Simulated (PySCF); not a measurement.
**Simulated absorption spectrum**

4-fluorothiophenol, C6H5FS.
Structure used (PBE0-D3(BJ)/def2-SVP), in Å, numbered top down from 1:
```
atom  x, y, z in Å
F1    -2.9092    0.6304    0.5644
C2    -1.6201    0.3026    0.4815
C3    -0.6605    1.3055    0.4503
C4     0.6856    0.9604    0.3637
C5     1.0746   -0.3832    0.3095
S6     2.7616   -0.8985    0.1978
C7     0.0885   -1.3780    0.3426
C8    -1.2577   -1.0378    0.4281
H9    -0.9743    2.3499    0.4936
H10    1.4377    1.7522    0.3380
H11    3.3035    0.3357    0.2265
H12    0.3750   -2.4316    0.3020
H13   -2.0338   -1.8049    0.4549
```

Level of theory: TDDFT CAM-B3LYP/def2-SVPD, vertical, gas phase, core orbitals frozen in the response (PySCF 2.14.0, density-fitted response routines).

Each state is given a Gaussian of 0.5 eV full width at half maximum, with ε(max) = 2.175×10⁸ f / Δν̃ (Δν̃ the width in cm⁻¹). The width is an assumption, not a result. The curve ends short of the highest state used, and states not computed would add to its high-energy end.

```
E (eV)  ε (L mol⁻¹ cm⁻¹)
  4.07                 2
  4.14                 7
  4.20                17
  4.27                43
  4.34                97
  4.41               193
  4.47               321
  4.54               525
  4.61               772
  4.68              1024
  4.74              1207
  4.81              1358
  4.88              1460
  4.94              1579
  5.01              1902
  5.08              2615
  5.15              3878
  5.21              5412
  5.28              7544
  5.35              9632
  5.41             10974
  5.48             11612
  5.55             11084
  5.62              9576
  5.68              7848
  5.75              5778
  5.82              4015
  5.89              2725
  5.95              1982
  6.02              1457
```

Q: Locate the maxima and give the states behind the curve.

A: 226 nm (5.48 eV), ε about 12000, made up of S3 (99%) (ε in L mol⁻¹ cm⁻¹; maxima over ε = 5, shares over 10%). The states used: S1 4.82 eV (f 0.023); S2 5.08 eV (f 0.0016); S3 5.48 eV (f 0.213); S4 5.93 eV (f 0.017); S5 6.59 eV (f 0.010); S6 6.62 eV (f 0.124).

Q: What would ε be at 5.48 eV, the highest of these maxima, with half the width (0.25 eV)?

A: About 23000 L mol⁻¹ cm⁻¹ against 11600, a factor of about 1.98; a lone state at its own centre would give exactly 2.

Q: On this curve, what absorbance would a 10⁻⁴ mol/L sample give at 254 nm over a 1 cm path?

A: 254 nm is 4.881 eV, where ε is about 1500 L mol⁻¹ cm⁻¹, so A = ε c l ≈ 0.15 (Beer–Lambert, with the gas-phase spectrum and the assumed width).

Q: Coming from long wavelengths, where does ε first pass 100 L mol⁻¹ cm⁻¹?

A: At about 285 nm (4.34 eV), 0.48 eV below S1.

One conformer stands for the species.
